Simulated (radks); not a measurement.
Values are calculated unless marked as measured or tabulated.
The table gives one normalised radial function P(r) = r R(r) (large component) of Ta9+ in [Kr] 4d10 4f13 5s2 5p3 (r in bohr). Level of theory: Dirac Kohn-Sham, BLYP, spin-unpolarised, spherical densities, finite nucleus; open shells fill j = l - 1/2 first; Fermi nuclear charge, rms radius 5.3507 fm (a radial shooting solver on a logarithmic mesh with Libxc functionals).

r,P
0.00156,0.0000
0.002048,0.0000
0.002688,0.0000
0.003528,0.0000
0.00463,0.0000
0.006127,0.0000
0.008042,0.0000
0.01056,0.0001
0.01385,0.0003
0.01819,0.0008
0.02387,0.0020
0.03133,0.0050
0.04113,0.0124
0.05398,0.0293
0.07085,0.0659
0.093,0.1389
0.1221,0.2706
0.1602,0.4796
0.2103,0.7597
0.2761,1.0568
0.3624,1.2710
0.4794,1.3031
0.6293,1.1337
0.826,0.8373
1.084,0.5130
1.423,0.2466
1.868,0.0853
2.452,0.0190
3.218,0.0023

Which n and l does it have? It may be an empty orbital.

Answer. n = 4, l = 3: the number of nodes gives n - l - 1 = 0, the rise at small r points to l (for j = l - 1/2 the large component starts outside the nucleus as r^gamma with gamma = sqrt(l^2 - (Z/c)^2) = 2.95 and the r^(l+1) term takes over further out; the orbital of l - 1 with the same j starts with the same power, but with a larger coefficient, and does not steepen), and the extent must fit the shell. The curve is that of 4f5/2; the two j differ most near the nucleus, where j = l - 1/2 has the larger amplitude, and in heavy atoms j = l - 1/2 is also the more compact. 4f5/2: eigenvalue -171.53 eV, 0 radial nodes, <r> = 0.592 bohr, 90 % of the charge inside 0.966 bohr.
